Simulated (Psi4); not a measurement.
cesium atom (Cs), doublet (core potentials on Cs); PBE0/def2-SVP (Psi4).

Input for Psi4:
```
memory 2 GB

molecule {
0 2
Cs    0.00000000    0.00000000    0.00000000
}

set {
  basis def2-svp
  reference uks
}

energy('pbe0')
print_variables()
```

Output, abridged:

```
   => Loading Basis Set <=

    Name: DEF2-SVP
    Role: ORBITAL
    Keyword: BASIS

    !!!  WARNING: ECP capability is in beta. Please check occupations closely.  !!!

         ---------------------------------------------------------
                                   SCF
               by Justin Turney, Rob Parrish, Andy Simmonett
                          and Daniel G. A. Smith
                              UKS Reference
         ---------------------------------------------------------

  ==> Geometry <==

    Molecular point group: d2h
    Geometry (in Angstrom), charge = 0, multiplicity = 2:

       Center              X                  Y                   Z               Mass
    ------------   -----------------  -----------------  -----------------  -----------------
         CS           0.000000000000     0.000000000000     0.000000000000   132.905451961000

  Running in d2h symmetry.

  Rotational constants: A = ************  B = ************  C = ************ [cm^-1]
  Rotational constants: A = ************  B = ************  C = ************ [MHz]
  Nuclear repulsion =    0.000000000000000

  Charge       = 0
  Multiplicity = 2
  Electrons    = 9
  Nalpha       = 5
  Nbeta        = 4

  ==> Algorithm <==

  SCF Algorithm Type is DF.
  DIIS enabled.
  MOM disabled.
  Fractional occupation disabled.
  Guess Type is CORE.
  Energy threshold   = 1.00e-06
  Density threshold  = 1.00e-06
  Integral threshold = 1.00e-12

  ==> Primary Basis <==

  Basis Set: DEF2-SVP
    Blend: DEF2-SVP
    Number of shells: 10
    Number of basis functions: 24
    Number of Cartesian functions: 26
    Spherical Harmonics?: true
    Max angular momentum: 2

  Core potential: DEF2-SVP
    Number of shells: 4
    Number of ECP primitives: 10
    Number of ECP core electrons: 46
    Max angular momentum: 3

  ==> DFT Potential <==

   => LibXC <=

    Version 7.1.2
    S. Lehtola, C. Steigemann, M. J. T. Oliveira, and M. A. L. Marques,  SoftwareX 7, 1–5 (2018) (10.1016/j.softx.2017.11.002)

   => Composite Functional: PBE0 <=

    PBE0 Hyb-GGA Exchange-Correlation Functional

    C. Adamo and V. Barone,  J. Chem. Phys. 110, 6158 (1999) (10.1063/1.478522)
    M. Ernzerhof and G. E. Scuseria,  J. Chem. Phys. 110, 5029 (1999) (10.1063/1.478401)

    Deriv               =              1
    GGA                 =           TRUE
    Meta                =          FALSE

    Exchange Hybrid     =           TRUE
    MP2 Hybrid          =          FALSE

   => Exchange Functionals <=

    0.7500   Perdew, Burke & Ernzerhof

   => Exact (HF) Exchange <=

    0.2500               HF

   => Correlation Functionals <=

    1.0000   Perdew, Burke & Ernzerhof

   => LibXC Density Thresholds  <==

    XC_HYB_GGA_XC_PBEH:  1.00E-15

   => Molecular Quadrature <=

    Radial Scheme          =       TREUTLER
    Pruning Scheme         =           NONE
    Nuclear Scheme         =       TREUTLER

    Blocking Scheme        =         OCTREE
    BS radius alpha        =              1
    Pruning alpha          =              1
    Radial Points          =             75
    Spherical Points       =            302
    Total Points           =          21140
    Total Blocks           =            262
    Max Points             =            252
    Max Functions          =             24
    Weights Tolerance      =       1.00E-15

   => Loading Basis Set <=

    Name: (DEF2-SVP AUX)
    Role: JKFIT
    Keyword: DF_BASIS_SCF

  ==> Integral Setup <==

  SCF_SUBTYPE=INCORE selected. In-core MEM_DF algorithm will be used.
  Using in-core AOs.

  ==> MemDFJK: Density-Fitted J/K Matrices <==

    J tasked:                   Yes
    K tasked:                   Yes
    wK tasked:                   No
    Algorithm:                 Core
    Schwarz Cutoff:           1E-12
    Mask sparsity (%):       0.0000
    Fitting Condition:        1E-10

   => Auxiliary Basis Set <=

  Basis Set: (DEF2-SVP AUX)
    Blend: DEF2-UNIVERSAL-JKFIT
    Number of shells: 34
    Number of basis functions: 130
    Number of Cartesian functions: 171
    Spherical Harmonics?: true
    Max angular momentum: 5

  Minimum eigenvalue in the overlap matrix is 3.1021324126E-02.
  Reciprocal condition number of the overlap matrix is 1.0651281242E-02.
    Using symmetric orthogonalization.

  ==> Pre-Iterations <==

  SCF Guess: Core (One-Electron) Hamiltonian.

   -------------------------------------------------------
    Irrep   Nso     Nmo     Nalpha   Nbeta   Ndocc  Nsocc
   -------------------------------------------------------
     Ag         9       9       2       1       1       1
     B1g        2       2       0       0       0       0
     B2g        2       2       0       0       0       0
     B3g        2       2       0       0       0       0
     Au         0       0       0       0       0       0
     B1u        3       3       1       1       1       0
     B2u        3       3       1       1       1       0
     B3u        3       3       1       1       1       0
   -------------------------------------------------------
    Total      24      24       5       4       4       1
   -------------------------------------------------------

  ==> Iterations <==

                           Total Energy        Delta E     RMS |[F,P]|

   @DF-UKS iter   1:   -19.34751791374265   -1.93475e+01   6.48424e-02 DIIS/ADIIS
   @DF-UKS iter   2:   -20.04243899584841   -6.94921e-01   2.91683e-02 DIIS/ADIIS
   @DF-UKS iter   3:   -20.13848939246750   -9.60504e-02   3.31203e-03 DIIS/ADIIS
   @DF-UKS iter   4:   -20.13993983335442   -1.45044e-03   2.15725e-04 DIIS/ADIIS
   @DF-UKS iter   5:   -20.13995629287007   -1.64595e-05   1.84195e-05 DIIS
   @DF-UKS iter   6:   -20.13995664145169   -3.48582e-07   2.85528e-06 DIIS
   @DF-UKS iter   7:   -20.13995664396845   -2.51676e-09   1.43576e-07 DIIS
  Energy and wave function converged.

  ==> Post-Iterations <==

   Electrons on quadrature grid:
      Nalpha   =    5.0000000000 ; deviation = 8.349e-14
      Nbeta    =    4.0000000000 ; deviation = -1.776e-15
      Ntotal   =    9.0000000000 ; deviation = 8.171e-14

   @Spin Contamination Metric:   1.718294982E-04
   @S^2 Expected:                7.500000000E-01
   @S^2 Observed:                7.501718295E-01
   @S   Expected:                5.000000000E-01
   @S   Observed:                5.000000000E-01

    Orbital Energies [Eh]
    ---------------------

    Alpha Occupied:

       1Ag    -1.084373     1B3u   -0.553730     1B2u   -0.553730
       1B1u   -0.553730     2Ag    -0.098059

    Alpha Virtual:

       2B2u   -0.019426     2B1u   -0.019426     2B3u   -0.019426
       3Ag     0.013484     4Ag     0.013484     1B3g    0.013484
       1B2g    0.013484     1B1g    0.013484     5Ag     0.014711
       6Ag     0.147940     2B3g    0.147940     2B2g    0.147940
       2B1g    0.147940     7Ag     0.147940     3B2u    0.260923
       3B3u    0.260923     3B1u    0.260923     8Ag     0.478958
       9Ag    19.847998

    Beta Occupied:

       1Ag    -1.081819     1B3u   -0.550722     1B2u   -0.550722
       1B1u   -0.550722

    Beta Virtual:

       2Ag    -0.039376     2B2u    0.013727     2B3u    0.013727
       2B1u    0.013727     3Ag     0.037761     4Ag     0.037761
       1B2g    0.037761     1B3g    0.037761     1B1g    0.037761
       5Ag     0.038484     6Ag     0.166833     2B2g    0.166833
       2B3g    0.166833     2B1g    0.166833     7Ag     0.166833
       3B3u    0.276677     3B2u    0.276677     3B1u    0.276677
       8Ag     0.492519     9Ag    19.850732

    Final Occupation by Irrep:
             Ag   B1g   B2g   B3g    Au   B1u   B2u   B3u
    DOCC [     1,    0,    0,    0,    0,    1,    1,    1 ]
    SOCC [     1,    0,    0,    0,    0,    0,    0,    0 ]
    NA   [     2,    0,    0,    0,    0,    1,    1,    1 ]
    NB   [     1,    0,    0,    0,    0,    1,    1,    1 ]

  @DF-UKS Final Energy:   -20.13995664396845

   => Energetics <=

    Nuclear Repulsion Energy =              0.0000000000000000
    One-Electron Energy =                 -32.9921948501804962
    Two-Electron Energy =                  15.2725079036722668
    DFT Exchange-Correlation Energy =      -2.4202696974602214
    Empirical Dispersion Energy =           0.0000000000000000
    VV10 Nonlocal Energy =                  0.0000000000000000
    Total Energy =                        -20.1399566439684499

  UHF NO Occupations:
  HONO-2 :    1B2u 1.9999714
  HONO-1 :    1B1u 1.9999714
  HONO-0 :    2 Ag 1.0000000
  LUNO+0 :    2B2u 0.0000286
  LUNO+1 :    2B3u 0.0000286
  LUNO+2 :    2B1u 0.0000286
  LUNO+3 :    3 Ag 0.0000001

Computation Completed

Properties will be evaluated at   0.000000,   0.000000,   0.000000 [a0]

Properties computed using the SCF density matrix

 Multipole Moments:

 ------------------------------------------------------------------------------------
     Multipole            Electronic (a.u.)      Nuclear  (a.u.)        Total (a.u.)
 ------------------------------------------------------------------------------------

 L = 1.  Multiply by 2.5417464519 to convert [e a0] to [Debye]
 Dipole X            :          0.0000000            0.0000000            0.0000000
 Dipole Y            :          0.0000000            0.0000000            0.0000000
 Dipole Z            :          0.0000000            0.0000000            0.0000000
 Magnitude           :                                                    0.0000000

 ------------------------------------------------------------------------------------

  Variable Map:
  ----------------------------------------------------------------------------
  "CURRENT ENERGY"              =>     -20.139956643968
  "CURRENT REFERENCE ENERGY"    =>     -20.139956643968
  "DD SOLVATION ENERGY"         =>       0.000000000000
  "DFT FUNCTIONAL TOTAL ENERGY" =>     -20.139956643968
  "DFT TOTAL ENERGY"            =>     -20.139956643968
  "DFT VV10 ENERGY"             =>       0.000000000000
  "DFT XC ENERGY"               =>      -2.420269697460
  "GRID ELECTRONS ALPHA"        =>       5.000000000000
  "GRID ELECTRONS BETA"         =>       4.000000000000
  "GRID ELECTRONS TOTAL"        =>       9.000000000000
  "NUCLEAR REPULSION ENERGY"    =>       0.000000000000
  "ONE-ELECTRON ENERGY"         =>     -32.992194850180
  "PCM POLARIZATION ENERGY"     =>       0.000000000000
  "PE ENERGY"                   =>       0.000000000000
  "SCF ITERATION ENERGY"        =>     -20.139956643968
  "SCF ITERATIONS"              =>       7.000000000000
  "SCF TOTAL ENERGY"            =>     -20.139956643968
  "TWO-ELECTRON ENERGY"         =>      15.272507903672
  "XC GRID RADIAL POINTS"       =>      75.000000000000
  "XC GRID SPHERICAL POINTS"    =>     302.000000000000
  "XC GRID TOTAL POINTS"        =>   21140.000000000000

  Array Variable Map:
  ----------------------------------------------------------------------------
  "CURRENT DIPOLE"              =>       0.000000000000 ... 0.000000000000 1 by 3
  "SCF DIPOLE"                  =>       0.000000000000 ... 0.000000000000 1 by 3
  "SCF TOTAL ENERGIES"          =>     -19.347517913743 ... -20.139956643968 1 by 7
```
